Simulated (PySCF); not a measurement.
## Structure from NMR data

An unknown has the formula C₆H₆ClN. Its calculated NMR data are:

1H NMR (300 MHz, computed): δ 7.25 (m, 1H), 6.85 (d, 1H), 6.73 (s, 1H), 6.52 (d, 1H), 3.40 (br s, 2H).

13C{1H} NMR (computed): δ 155.4 (C), 149.0 (C), 137.1 (CH), 123.8 (CH), 119.2 (CH), 116.0 (CH).

[PySCF: coordinates at the PBE0-D3(BJ)/def2-TZVP level; σ from GIAO-B97-2/pcSseg-2; non-relativistic Hamiltonian; no solvent; equivalent nuclei averaged; one computed conformer]

Scale: TMS for 1H (σref 31.64) and 13C (σref 185.38) (reference shieldings calculated alike).

Task: Deduce the structure.

Result: 
Rings plus π bonds: 4 (1 ring in the answer). 6 carbon signals for 6 carbons: no two carbons are equivalent. Carbon types of the structure: 2 × C, 4 × CH, leaving 2 H on heteroatoms. δC 155.4: aromatic carbon bearing nitrogen; the electronegative substituent deshields the carbon that carries it. δC 149.0: aromatic carbon bearing chlorine. δC 137.1, 123.8, 119.2, 116.0: aromatic CH. δH 7.25, 6.85, 6.73, 6.52: hydrogen on an aromatic CH. δH 3.40: hydrogen on an aniline-type nitrogen; labile proton, position sensitive to the medium.

Structure: SMILES Nc1cccc(Cl)c1.

This is the structure that produced the data.

Exchangeable OH/NH protons stand at their gas-phase positions; hydrogen bonding in a real sample shifts them, mostly to higher δ. Carbons that carry Cl, above all several Cl atoms, come out too deshielded, partly because spin–orbit coupling is missing. Shifts are as computed. Against solution values, carbons near 30 ppm lie about +3 ppm off and those near 130 ppm about +7 ppm; carbons on Cl a further +5 ppm. Of 1211 compounds with measured shifts, 218 miss one by over three times the rms of a fit or turn the order of signals round; such compounds aren't used in these exercises. Multiplicities follow the n + 1 count of equivalent neighbours, as no J values were calculated; m marks all less simple cases, F and P coupling included.
